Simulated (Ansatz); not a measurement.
Basis-set extrapolation for C₂H₄BClO (`O=CCBCl`) (PBE0-D4/def2-TZVP geometry, frozen core, Ansatz 0.2.0). Multiplicity 1, RHF reference.

```tsv
	def2-TZVPP	def2-QZVPP
HF	-637.224804	-637.245504
MP2 correlation	-0.839156	-0.904061
CCSD(T) correlation	-0.916612	not run
```

Energies in hartree. Use E(X) = E(∞) + A·exp(−7.88·√X) for Hartree–Fock and E(X) = E(∞) + B·X^(−2.97) for correlation, with X = 3 and 4, and add CCSD(T) minus MP2 of the smaller set to the MP2 limit.

**Question.** What is the CCSD(T) energy at the basis-set limit?

**Answer.** HF limit: -637.245504 + (-0.020700) × 0.13774 = -637.24836. MP2 limit: -0.904061 + (-0.064905) × 0.74074 = -0.95214. Higher-order term: -0.916612 − (-0.839156) = -0.07746. Total: -638.27796 hartree, 358.5 kJ/mol below CCSD(T)/def2-TZVPP.
